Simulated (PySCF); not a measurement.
NMR data simulated for an unnamed compound:

1H NMR (300 MHz, computed): δ 7.08 (m, 1H), 6.39 (m, 1H), 5.88 (m, 1H), 4.35 (m, 1H), 4.30 (m, 1H), 1.44 (m, 2H), 0.45 (m, 3H).

13C{1H} NMR (computed): δ 167.4 (CH), 145.8 (CH), 53.4 (C), -4.4 (CH3).

- geometry from GFN2-xTB
- σ from GIAO-PBE0/pcSseg-1
- code: PySCF 2.14.0 with density-fitted response routines
- averaged over atoms made equivalent by symmetry, fast rotation or ring inversion, isolated molecule, one conformer, relativity neglected

δ = σ(ref) − σ, references computed at the same level: 1H (31.72 ppm), 13C (186.93 ppm) against TMS.

Which of these does the molecule contain: a Si–H bond, a heteroaromatic ring, an aldehyde, a CF3 group, a non-aromatic C=C double bond, a Si–CH3 group?

Results:


- A Si–H bond: yes (δH 4.30 (m), 4.35 (m)).
- A heteroaromatic ring: no.
- An aldehyde: no.
- A CF3 group: no.
- A non-aromatic C=C double bond: yes.
- A Si–CH3 group: yes (δC -4.4; δH 0.45 (m)).

The data belong to `InChI=1S/C4H10ClPSi2/c1-7-4(5)2-3-8(4)6/h2-3,8H,6-7H2,1H3/t4-,8+/m0/s1`; they needn't prove each group on their own.

Carbon signals by region: 1 in the far downfield region (above 160 ppm), 1 in the sp2 and nitrile region (100–160 ppm), 1 at 50–100 ppm, 1 below 50 ppm. Above 160 ppm: 167.4, alkene CH.

Carbons that carry Cl, above all several Cl atoms, come out too deshielded, partly because spin–orbit coupling is missing. Splittings by 31P in the carbon and heteronuclear signals aren't shown, as no couplings were computed. Shifts are as computed. Against solution values, carbons near 30 ppm lie about +3 ppm off and those near 130 ppm about +5 ppm; carbons on Cl a further +6 ppm. Of 1309 compounds with measured shifts, 239 miss one by over three times the rms of a fit or turn the order of signals round; such compounds aren't used in these exercises. Multiplicities follow the n + 1 count of equivalent neighbours, as no J values were calculated; m marks all less simple cases, F and P coupling included.
